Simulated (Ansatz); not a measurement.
CH3AlF, SMILES `[CH3][Al-][F]` (lower singlet) (charge -1, multiplicity 1). This singlet lies 1.30 eV below the relaxed triplet at the level frozen-core CCSD(T)/aug-cc-pVTZ // PBE0-D3(BJ)/def2-TZVPD (Ansatz, an electronic-structure program).

Z-matrix (Å, degrees):
```
C
H 1 1.0974
H 1 1.1013 2 108.07
H 1 1.1014 2 108.03 3 115.38
Al 1 2.0457 2 113.32 4 122.23
F 5 1.7313 1 99.42 2 179.59
```
Charge -1, spin multiplicity 1.

Frozen-core energies in aug-cc-pVDZ from Ansatz at a geometry from PBE0-D3(BJ)/def2-TZVPD; the HF reference has <S^2> = 0.00 (restricted, and unstable towards unrestricted orbitals) and the T1 diagnostic is 0.017.

```
level    energy (Ha)
-------  -----------
HF        -381.04812
MP2       -381.48666
CCSD      -381.51573
CCSD(T)   -381.52955
```

Task: Estimate the energies of CCSDT and CCSDT(Q), and give each level's difference from CCSDT(Q).

Result: 
```csv
level,energy (Ha),difference from CCSDT(Q) (mHa)
MP2,-381.48666,44.75
CCSD,-381.51573,15.69
CCSD(T),-381.52955,1.86
CCSDT,-381.53053,0.88
CCSDT(Q),-381.53141,0.00
```
